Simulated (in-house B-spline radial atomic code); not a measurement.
Settings and results of a run for neutral dysprosium (an excited or competing configuration). Computed with an all-electron radial atomic-structure program (B-spline basis): Dirac-Hartree-Fock, average of configuration, Fermi nucleus of rms radius 5.2218 fm.

Command:
```bash
python run_scf.py task.json out
```
Settings (nuclear radius in fm, mass in u):
```
Z                66
configuration    [Kr] 4d9 4f10 5s2 5p6 6s2 7p1
hamiltonian      dirac
method           hf
spin_polarised   False
nucleus          fermi
rms_radius       5.2218
atomic_mass      163.92918
speed_of_light   137.035999084
```

Output (hartree, bohr):
```
 radial grid: 89 intervals, B-splines of order 8, outer radius 85 bohr

 iter        energy (Eh)    residual
    1      -12090.788340    8.38e-01
    2      -12115.270708    1.26e+00
    3      -12152.558068    2.99e-01
    4      -12155.042010    8.80e-02
    5      -12155.437905    2.89e-02
    6      -12155.453733    4.56e-03
    7      -12155.454643    3.76e-03
    8      -12155.455119    4.77e-04
    9      -12155.455130    9.06e-05
   10      -12155.455131    1.70e-05
   11      -12155.455131    2.24e-06
   12      -12155.455131    1.95e-07

 total energy                    -12155.45513
 kinetic                           13330.4778
 electron-nucleus                 -29945.2715
 electron-electron                  4459.3386

 first-order corrections (not in the total)
   Gaunt                            12.8898
   retardation                      -1.3576
   frequency dependence             -0.1851
   self-energy                       9.0998
   Uehling                          -1.5134
   Wichmann-Kroll                    0.0502
   recoil                            0.0260

 orbital      occ     eigenvalue          <r>       <r^2>       <1/r>     <1/r^3>       <r^4>       r_max    small
 1s1/2      2.000     -1989.2544    0.0211145 0.000609295     74.5524           - 9.92479e-07     0.01338  6.07e-02
 2s1/2      2.000      -336.3632    0.0891369  0.00944575     17.8791           - 0.000155119     0.07614  1.35e-02
 2p1/2      2.000      -319.1586     0.074455  0.00686132     17.8119           - 9.61503e-05     0.05747  1.35e-02
 2p3/2      4.000      -289.6714    0.0814677  0.00808139      15.611     10979.1 0.000128463     0.06346  1.25e-02
 3s1/2      2.000       -77.3139      0.23327   0.0623294     6.55056           -  0.00588293      0.2151  4.35e-03
 3p1/2      2.000       -69.8155     0.223329   0.0580371     6.45308           -  0.00534339      0.2029  4.27e-03
 3p3/2      4.000       -63.5705     0.236442   0.0648566     5.89713     2380.29  0.00662795      0.2153  3.99e-03
 3d3/2      4.000       -50.8622       0.2096    0.051704      5.7571     399.552  0.00479052      0.1709  3.84e-03
 3d5/2      6.000       -49.5141     0.213705   0.0536164     5.61968     352.787  0.00512006      0.1744  3.76e-03
 4s1/2      2.000       -16.6647     0.529147    0.315901     2.71604           -    0.144861      0.4939  1.36e-03
 4p1/2      2.000       -13.6236     0.540446    0.332213     2.60555           -    0.164878      0.4978  1.28e-03
 4p3/2      4.000       -12.2112     0.568981    0.368045     2.42565     523.303    0.202434      0.5236  1.19e-03
 4d3/2      3.600        -7.2486     0.601796    0.420217      2.2063     75.8417     0.28805        0.53  1.02e-03
 4d5/2      5.400        -6.9878     0.612298    0.434844     2.15966     65.9805    0.308452      0.5387  9.88e-04
 4f5/2      4.286        -1.0470     0.773932    0.762701     1.65952     10.0705     1.44949      0.5342  6.21e-04
 4f7/2      5.714        -1.0099     0.784259    0.784606     1.63968     9.69583      1.5455      0.5395  6.10e-04
 5s1/2      2.000        -2.6271      1.29282     1.87679     1.02228           -      5.2007       1.157  2.75e-04
 5p1/2      2.000        -1.6781      1.43944     2.34717    0.909951           -     8.49643       1.255  2.23e-04
 5p3/2      4.000        -1.4784      1.53159     2.65877    0.845977     66.5044     10.9592        1.33  1.98e-04
 6s1/2      2.000        -0.3591      3.63295     14.7998    0.342231           -     326.333       3.174  3.39e-05
 7p1/2      0.333        -0.0549      13.1995     194.115   0.0940676           -     53316.8       12.18  2.90e-06
 7p3/2      0.667        -0.0532      13.6275     206.969   0.0914343    0.575218     60418.1       12.65  2.83e-06
```

Cost of the run: 4.6 s on 1 thread of Arm Neoverse V1 (shared host).

For the Dirac Hamiltonian the kinetic term is c α·p + (β - 1)c².
